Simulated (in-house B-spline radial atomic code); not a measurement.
Values are calculated unless marked as measured or tabulated.
# Cd in electron gases of falling density

A nucleus sits in a uniform electron gas with a rigid positive background. The Kohn-Sham equations are solved self-consistently in the spin-unpolarised LDA (PW92), non-relativistic, on B-splines with outgoing waves at the boundary and partial waves to l = 8. The model has no lattice, no bands and no magnetic solution. Atomic units; δ_l are the phase shifts at the Fermi level, counted so that each bound state adds π, and good to about 0.0005.

```
r_s (bohr)     k_F   δ0/π   δ1/π   δ2/π  shallowest bound level (hartree)  σ_tr (bohr²)  Q (a.u.)
       1.5  1.2794  3.849  3.072  1.997                        s -0.00352          8.39     0.759
      1.65  1.1631  3.907  3.112  2.012                        s -0.00688          7.56     0.467
       1.8  1.0662  3.957  3.144  2.021                        s -0.00921          7.86     0.343
         2  0.9596  4.013  3.175  2.025                         s -0.0111          9.45     0.271
      2.07  0.9271  4.030  3.183  2.025                         s -0.0115         10.22     0.255
       2.2  0.8723  4.061  3.197  2.024                         s -0.0122         11.89     0.233
       2.4  0.7996  4.104  3.212  2.022                         s -0.0132         14.87     0.205
      2.67  0.7188  4.156  3.226  2.016                         s -0.0149         19.50     0.176
         3  0.6397  4.212  3.234  2.009                         s -0.0177         26.08     0.148
       3.3  0.5816  4.259  3.236  2.003                         s -0.0211         33.27     0.129
       3.6  0.5331  4.301  3.234  1.998                         s -0.0252         42.08     0.115
         4  0.4798  4.352  3.227  1.994                         s -0.0315         57.03     0.102
```

Q = n k_F σ_tr, with n = 3/(4π r_s³).

How does the screening charge move between partial waves as the gas thins?

By (2/π)(2l + 1) δ_l, at r_s = 1.5 it is s 7.70, p 18.43, d 19.97, f and beyond 1.89, and at r_s = 4 s 8.70, p 19.36, d 19.94, f and beyond -0.00. The free atom is [Kr] 4d10 5s2.

What end-to-end powers of r_s do the first and last rows give for σ_tr and Q?

σ_tr goes as r_s^+1.95 and Q as r_s^-2.05. Since n k_F/k_F² goes as r_s⁻², Q = 4π n Σ/k_F would fall as r_s⁻² at fixed phase shifts; the sum Σ (l + 1) sin²(δ_l − δ_(l+1)) is 1.093 in the first row and 1.045 in the last, and ranges from 0.69 to 1.09 between them, so these powers are no law.
